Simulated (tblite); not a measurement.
Compound: C₆H₉O₂ (doublet state).
SMILES with atom numbers: `[CH2:1]=[C:2][C:3](=[O:4])[O:5][CH2:6][CH2:7][CH3:8]` (hydrogens: H9, H10 on C1; H11, H12 on C6; H13, H14 on C7; H15, H16, H17 on C8)
Bond orders are those of one Lewis drawing.

Computed with GFN2-xTB (tblite), gas phase: L-BFGS steps from a force-field or distance-geometry start until the largest atomic force falls under 0.01 eV/Å.

Step 35: E = -692.8046 eV
```
atom  x, y, z in Å  |  force x, y, z in eV/Å
C1     -4.0323   -0.3015    0.2929   -0.127  -0.061   0.055
C2     -2.8551   -0.0445   -0.1476   -0.035  -0.010  -0.001
C3     -1.5614    0.4777   -0.2878    0.112   0.041   0.207
O4     -1.3256    1.6526   -0.0443    0.126  -0.060  -0.186
O5     -0.6468   -0.4342   -0.6971    0.026  -0.021  -0.026
C6      0.7034   -0.0001   -0.8572    0.049  -0.016   0.074
C7      1.5773   -0.4869    0.3046   -0.024  -0.047   0.132
C8      2.9427    0.1922    0.4017   -0.093  -0.049  -0.072
H9     -4.8561   -0.5664   -0.3584    0.003   0.052  -0.104
H10    -4.3166   -0.3143    1.3439    0.171  -0.047  -0.016
H11     1.0543   -0.4408   -1.7968   -0.058   0.129   0.004
H12     0.7108    1.0944   -0.9170    0.051  -0.024   0.003
H13     1.0367   -0.3163    1.2327   -0.144   0.149   0.127
H14     1.7114   -1.5669    0.2210    0.013  -0.022  -0.058
H15     2.8499    1.2777    0.3785   -0.054  -0.093   0.025
H16     3.5842   -0.1153   -0.4216   -0.002   0.031   0.013
H17     3.4162   -0.0952    1.3426   -0.015   0.048  -0.177
```

Step 36: E = -692.8177 eV
```
atom  x, y, z in Å  |  force x, y, z in eV/Å
C1     -4.0271   -0.3095    0.2877   -0.046  -0.044   0.043
C2     -2.8607   -0.0101   -0.1547   -0.114  -0.028   0.050
C3     -1.5689    0.5102   -0.2984    0.227  -0.103   0.181
O4     -1.3153    1.6855   -0.0867    0.097   0.016  -0.157
O5     -0.6573   -0.4281   -0.6703    0.062   0.025  -0.041
C6      0.6971   -0.0072   -0.8398    0.064   0.021   0.052
C7      1.5832   -0.4987    0.3148   -0.177  -0.024   0.070
C8      2.9447    0.1885    0.3941   -0.167  -0.055  -0.066
H9     -4.8562   -0.5493   -0.3635   -0.040   0.032  -0.130
H10    -4.2921   -0.3833    1.3407    0.156  -0.019  -0.009
H11     1.0420   -0.4435   -1.7866   -0.096   0.146   0.072
H12     0.7072    1.0901   -0.8928    0.075  -0.099  -0.012
H13     1.0484   -0.3186    1.2453   -0.118   0.122   0.126
H14     1.7086   -1.5810    0.2354    0.041   0.024  -0.065
H15     2.8331    1.2715    0.3629   -0.010  -0.073   0.038
H16     3.5825   -0.1162   -0.4311    0.016   0.010  -0.018
H17     3.4238   -0.0882    1.3331    0.030   0.048  -0.133
```

**Question.** Estimate the geometry and energy of step 37. (The exact step hangs on the optimiser's Hessian estimate; all steps are aligned on step 36, rigid shifts and turns removed.)

**Answer.** E = -692.8291 eV, largest force 0.296 eV/Å
```
atom  x, y, z in Å  |  force x, y, z in eV/Å
C1     -4.0190   -0.3153    0.2821   -0.083  -0.046  -0.014
C2     -2.8671    0.0106   -0.1712    0.139   0.070  -0.009
C3     -1.5706    0.5267   -0.3049    0.195  -0.185   0.123
O4     -1.2982    1.6983   -0.1128    0.024   0.172  -0.080
O5     -0.6652   -0.4231   -0.6581    0.125  -0.108  -0.062
C6      0.6924   -0.0126   -0.8244    0.062   0.064   0.006
C7      1.5811   -0.5079    0.3277   -0.258  -0.011   0.005
C8      2.9397    0.1848    0.3860   -0.190  -0.054  -0.037
H9     -4.8579   -0.5306   -0.3593   -0.136  -0.003  -0.174
H10    -4.2506   -0.4308    1.3325    0.067  -0.031   0.178
H11     1.0348   -0.4403   -1.7765   -0.092   0.119   0.097
H12     0.7063    1.0861   -0.8726    0.083  -0.124  -0.008
H13     1.0497   -0.3112    1.2589   -0.063   0.064   0.087
H14     1.6996   -1.5927    0.2515    0.042   0.091  -0.039
H15     2.8133    1.2647    0.3550    0.013  -0.018   0.032
H16     3.5752   -0.1117   -0.4429   -0.003  -0.021  -0.050
H17     3.4296   -0.0829    1.3191    0.074   0.023  -0.056
```

The energy changes by -0.0114 eV. The first-order estimate −F·Δx gives -0.0174 eV and the mean of the old and new forces, exact on a quadratic surface, -0.0116 eV. The step makes an angle of 74° with the force vector and moves no atom by more than 0.064 Å.

What follows is the cost of the whole relaxation. On an Arm Neoverse V2 with one thread, shared host, this took 0.62 s.
